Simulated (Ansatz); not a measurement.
The cluster In₂Ga⁻, relaxed as a triplet with UKS r2SCAN-D4/def2-TZVPD in Ansatz, starting from the r2SCAN-D4/def2-TZVPD geometry of the charge -1 singlet. Force threshold 0.02 eV/Å.

In the def2 sets In takes a core potential; there is no spin–orbit coupling. The highest occupied level of the charge -1 triplet lies above zero (up to 0.25 eV). It is a level of β spin, whose loss leaves a quartet; that state wasn't run at this geometry and level. The electron is either unbound and held by the finite basis, or the level is raised by self-interaction error. The relaxation made no stability test and no search for a lower SCF solution. The structure comes from a short search, and lower isomers may exist.

Start:

```xyz
3

Ga   -0.8386   -0.7620   -0.9285
In    1.3693   -0.7360    0.5228
In   -0.5307    1.4980    0.4057
```

Estimate the energy that the relaxation releases and the steps that it takes.

3.0 kJ/mol, in 4 steps; 6.5 s on 4 threads of AMD EPYC 9R45 on a shared host. No frequencies were taken in this run, so the end may be a saddle point.

Does the start keep its bonding and symmetry?

By distances, no bond broke or formed. The bond that changes most is In2–In3, from 2.93 to 3.13 Å (atoms count from 1). Point group C2v at the start, C2v at the end, both within 0.05 Å.

Predict the relaxed structure.


```
atom    x (Å)    y (Å)    z (Å)
 Ga1  -0.8064  -0.7327  -0.8928
 In2   1.4178  -0.8265   0.5089
 In3  -0.6114   1.5592   0.3839
```
Bond lengths (bridged metal pairs left out): 2 × Ga–In 2.63 Å; 1 × In–In 3.13 Å.
